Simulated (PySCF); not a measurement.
Computed properties of Ti(OH)2(H)2 (H₄O₂Ti), SMILES [OH][TiH2][OH], multiplicity 1

Ti(OH)2(H)2 (H₄O₂Ti), SMILES [OH][TiH2][OH], multiplicity 1. The structure is a stationary point at B3LYP-D3(BJ)/def2-TZVP. The multiplicity is an assumed one; other spin states were not compared. One conformer was computed; it need not be the lowest. All values are computed for the isolated molecule unless a solvent is named; none is compared with measurement here.

**Structure.** The optimised structure has C2v symmetry. All 15 harmonic modes at B3LYP-D3(BJ)/def2-TZVP (PySCF) are real, so it is a minimum. With heavy atoms numbered as in [TiH2:1]([OH:2])[OH:4], the shortest bond between them is Ti1–O2 at 1.772 Å and the longest Ti1–O4 at 1.772 Å.

**Vibrations.** The strongest infrared lines (harmonic, unscaled, degenerate partners summed) lie at 1734 cm⁻¹ (388 km/mol, H 97 %), 861 cm⁻¹ (317 km/mol, O 47 %, Ti 37 %, H 16 %), 3915 cm⁻¹ (285 km/mol, H 94 %). The softest mode is at 165 cm⁻¹ and the zero-point energy is 23.4 kcal/mol.

**Electronic structure.** B3LYP/def2-TZVPD (PySCF) places the frontier levels at -7.99 and -2.43 eV, a gap of 5.56 eV, and gives a dipole moment of 3.24 D and a mean polarisability of 52.1 bohr³. PBE/def2-TZVPD (PySCF) at the same geometry gives -6.69 and -3.29 eV, so its gap is 2.16 eV narrower. An orbital gap is neither the optical nor the fundamental gap.

**Excitations.** TDDFT-PBE0/def2-SVPD (PySCF) has S1 at 3.51 eV (353 nm, f = 0.000, dark); the most intense of the 10 singlets computed lies at 5.56 eV (f = 0.02). T1 (TDA) is at 3.06 eV. TDDFT-PBE/def2-SVPD (PySCF) puts S1 at 3.37 eV. No vertical singlet excitation falls in the visible range (under 3.1 eV).

**NMR.** GIAO shifts at KT2/pcSseg-1 (PySCF) (non-relativistic, atoms alike by connectivity averaged): ¹H at 6.2 ppm against TMS.
